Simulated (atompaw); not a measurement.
# How hard is this S (Z = 16) PAW (atompaw) potential?

atompaw 4.2.0.5 input, output lines left out:

```
S 16
GGA-PBESOL loggrid 1500 logderivrange -3 5 201
3 3 0 0 0 0
3 1 3.75
0 0 0
c
c
v
c
v
2
1.80 1.70 1.75 1.66
y
0.05
n
y
0.4
n
y
-0.2
n
custom polynom vanderbiltortho sinc
3 0 troulliermartins
1.55
1.55
1.80
1.80
1.80
```

The pseudo-atom Hamiltonian at the reference potential is diagonalised in spherical Bessel functions j_l(qr) that vanish at 20 bohr, with q² up to the cutoff. All-electron valence levels (Ry): 3s -1.4343, 3p -0.6822.

**Question.** How do the lowest levels (Ry) of each channel move with the cutoff, and are there ghosts?

**Answer.**

| cutoff (Ry) | s #1 | s #2 | p #1 | d #1 | f #1 | f #2 | Σ f·Δε (mRy) |
| --- | --- | --- | --- | --- | --- | --- | --- |
| 8 | -1.4156 | -0.0965 | -0.6562 | 0.0230 | 0.0791 | 0.2043 | 135.2 |
| 10 | -1.4195 | -0.0967 | -0.6726 | 0.0225 | 0.0791 | 0.2043 | 65.7 |
| 12 | -1.4241 | -0.0970 | -0.6793 | 0.0221 | 0.0791 | 0.2043 | 31.2 |
| 15 | -1.4281 | -0.0973 | -0.6819 | 0.0219 | 0.0791 | 0.2043 | 13.4 |
| 21 | -1.4333 | -0.0977 | -0.6822 | 0.0216 | 0.0791 | 0.2043 | 2.2 |
| 25 | -1.4339 | -0.0977 | -0.6822 | 0.0215 | 0.0791 | 0.2043 | 1.0 |
| 30 | -1.4341 | -0.0977 | -0.6822 | 0.0215 | 0.0791 | 0.2043 | 0.5 |
| 35 | -1.4341 | -0.0977 | -0.6822 | 0.0215 | 0.0791 | 0.2043 | 0.5 |
| 400 | -1.4343 | -0.0977 | -0.6822 | 0.0215 | 0.0791 | 0.2043 | 0.0 |

Result: no extra level below or beside the all-electron valence levels (s, p, d, f tested); 10 mRy is reached at 18 Ry and 1 mRy at 25 Ry.
